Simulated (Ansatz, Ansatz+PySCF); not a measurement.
```yaml
atoms:
  - { symbol: H, position_ang: [0.0000, 0.0000, -0.8282] }
  - { symbol: F, position_ang: [0.0000, 0.0000, 0.0920] }
```

Basis set: def2-SVP (spherical functions). Correlated methods keep 1 orbital frozen. Charge 0, multiplicity 1.

Computed with Ansatz (development build ahead of 0.2.0); each method stands on the lowest determinant of its kind that the runs found. Restricted open shells among the atoms or ions are ROHF, correlated in semicanonical orbitals with singles. Restricted functionals stand beside restricted open-shell atoms, which can lie above the unrestricted atoms usual in DFT and then raise those values.

Question: Give the atomization energy at this shape (free ground-state atoms in the same class of orbitals less the molecule, no zero-point energy) of singlet HF by ωB97X (restricted), ωB97X (unrestricted), r²SCAN (unrestricted), r²SCAN (restricted), PBE0 (restricted), PBE0 (unrestricted), PBE (restricted), PBE (unrestricted), RHF-CCSD(T), RHF-MP2, RHF, UHF.

Answer:

| method | atomization energy |
| --- | --- |
| ωB97X (restricted) | 5.80 eV |
| ωB97X (unrestricted) | 5.76 eV |
| r²SCAN (unrestricted) | 5.76 eV |
| r²SCAN (restricted) | 5.81 eV |
| PBE0 (restricted) | 5.73 eV |
| PBE0 (unrestricted) | 5.69 eV |
| PBE (restricted) | 5.90 eV |
| PBE (unrestricted) | 5.87 eV |
| RHF-CCSD(T) | 5.58 eV |
| RHF-MP2 | 5.72 eV |
| RHF | 4.15 eV |
| UHF | 4.06 eV |
